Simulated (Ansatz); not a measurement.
Ansatz (a quantum-chemistry and plane-wave program) input (PBE0/def2-TZVPD):

Ansatz 0.2 input:
```yaml
crystal:
  periodic: [false, false, false]
  atoms:
    - {symbol: S, position_ang: [0.00772624, -0.71426207, 0.01342400]}
    - {symbol: S, position_ang: [1.69691910, 0.37510159, -0.02943034]}
    - {symbol: S, position_ang: [-1.70464534, 0.33916048, 0.01600634]}
basis:
  gaussian:
    orbitals: def2-TZVPD
hamiltonian:
  xc: {name: PBE0}
total_charge: -2
```

End of the output:

```
integrals: 0.07 GiB planned
945 factors; their error is unknown
mean field: 0.56 GiB planned
mean field evaluation 1: about -32466.5207 eV, gradient 8.0e1 eV
mean field evaluation 2: about -32423.6813 eV, gradient 1.7e2 eV
mean field evaluation 4: about -32493.4674 eV, gradient 2.0e1 eV
mean field evaluation 8: about -32494.6765 eV, gradient 8.7e-2 eV
mean field evaluation 16: about -32494.7604 eV, gradient 1.1e-4 eV
mean field evaluation 32: about -32490.9967 eV, gradient 1.6e0 eV
mean field -32494.76040332 eV, -1194.1604190825 hartree, gradient 9.0e-6 eV, S^2 0.000000; 2 other end points of the search recorded, 0 dependent functions left out
reference -32494.76042558 eV, -1194.1604199005 hartree; 25, 25 occupied and 113, 113 virtual orbitals, 945 factors
Total energy: -32494.76042558 eV, -1194.1604199005 hartree
```

This state (charge -2, singlet) is run at the relaxed geometry of the species with charge -1 and multiplicity 2.
